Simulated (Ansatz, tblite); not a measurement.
Cost and result up the ladder for (HMg-mu-NH2)2 (Mg2N2H6) (10 atoms). Charge 0, multiplicity 1. Geometry: PBE0-D4/def2-SVP.

```xyz
10

Mg   -0.934    0.322   -1.119
H    -2.009    0.692   -2.405
N     1.136    0.335   -0.853
Mg    0.934   -0.325    1.118
H     2.009   -0.699    2.403
N    -1.136   -0.334    0.853
H     1.598    1.240   -0.977
H     1.674   -0.272   -1.478
H    -1.670    0.278    1.476
H    -1.603   -1.236    0.982
```

Ansatz on 4 threads of Arm Neoverse V2 on a shared host; xTB runs through tblite on one thread. Times are rough, summed over both states, and most runs start from the orbitals of an earlier one. PBE0-D4/def2-TZVP serves as the yardstick here, not as an exact answer. The other state is a triplet.

The xTB rows come from tblite.

xTB has no spin-polarisation term.

| level | functions | wall time | vertical triplet (eV) | difference from PBE0-D4/def2-TZVP (eV) |
| --- | --- | --- | --- | --- |
| GFN2-xTB | 32 | 0.008 s | 3.58 | -1.15 |
| GFN1-xTB | 28 | 0.014 s | 4.51 | -0.22 |
| PBE-D4/def2-TZVP | 162 | 3.7 s | 4.10 | -0.63 |
| PBE0-D4/def2-TZVP | 162 | 5.6 s | 4.73 | 0.00 |
| r2SCAN-D4/def2-TZVP | 162 | 7.7 s | 4.40 | -0.33 |
